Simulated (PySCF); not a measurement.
**Solvent effects on NMR parameters**

Atom-mapped SMILES (the numbers label the heavy atoms): `[F:1][C:2]1=[C:3]([C:4]([F:5])([F:6])[F:7])[CH:8]=[CH:9][CH2:10]1`; H(Xn) means a hydrogen on atom n.

GIAO PBE0/pcSseg-1 in PySCF 2.14.0 with density-fitted response routines on one PBE0-D3(BJ)/def2-SVP conformer, non-relativistic, equivalent nuclei averaged. Solvents enter as an IEF-PCM continuum (benzene with ε = 2.3, chloroform with ε = 4.7) around the gas-phase geometry. Shifts are referred to CFCl3, TMS computed in the same medium.

Gas phase, δ in ppm: F5/F6/F7 -75.4, F1 -106.3, C2 176.2, C8 138.1, C9 127.2, C4 126.4, C3 117.9, C10 41.2, H(C8) 6.64, H(C9) 6.02, H(C10) 3.14. Dipole moment 3.49 D.

**Question.** How does each δ change in the continuum?

**Answer.** 
```json
{"atoms": "F5/F6/F7", "environment": "fluorine of a CF3 group", "Δδ, benzene": "+0.2", "Δδ, chloroform": "+0.5"}
{"atoms": "F1", "environment": "vinylic fluorine", "Δδ, benzene": "-0.1", "Δδ, chloroform": "0.0"}
{"atoms": "C2", "environment": "fully substituted alkene carbon", "Δδ, benzene": "+1.5", "Δδ, chloroform": "+2.5"}
{"atoms": "C8", "environment": "alkene CH", "Δδ, benzene": "-0.7", "Δδ, chloroform": "-1.1"}
{"atoms": "C9", "environment": "alkene CH", "Δδ, benzene": "+2.3", "Δδ, chloroform": "+3.6"}
{"atoms": "C4", "environment": "CF3 carbon", "Δδ, benzene": "+0.7", "Δδ, chloroform": "+1.1"}
{"atoms": "C3", "environment": "fully substituted alkene carbon", "Δδ, benzene": "-0.7", "Δδ, chloroform": "-1.1"}
{"atoms": "C10", "environment": "allylic sp3 CH2", "Δδ, benzene": "+1.1", "Δδ, chloroform": "+1.7"}
{"atoms": "H(C8)", "environment": "hydrogen on an alkene CH", "Δδ, benzene": "+0.04", "Δδ, chloroform": "+0.06"}
{"atoms": "H(C9)", "environment": "hydrogen on an alkene CH", "Δδ, benzene": "+0.17", "Δδ, chloroform": "+0.27"}
{"atoms": "H(C10)", "environment": "hydrogen on an allylic sp3 CH2", "Δδ, benzene": "+0.17", "Δδ, chloroform": "+0.28"}
```

Changes are relative to the gas phase. The dipole moment becomes 3.88 D in benzene, 4.10 D in chloroform.

**Question.** Which nuclei move most (in ppm), and what does the model miss?

**Answer.** C9 (alkene CH, +3.6 ppm) in chloroform. A continuum only polarises the solute; specific hydrogen bonds, the anisotropy of aromatic solvents and changes of geometry or conformer are outside it.
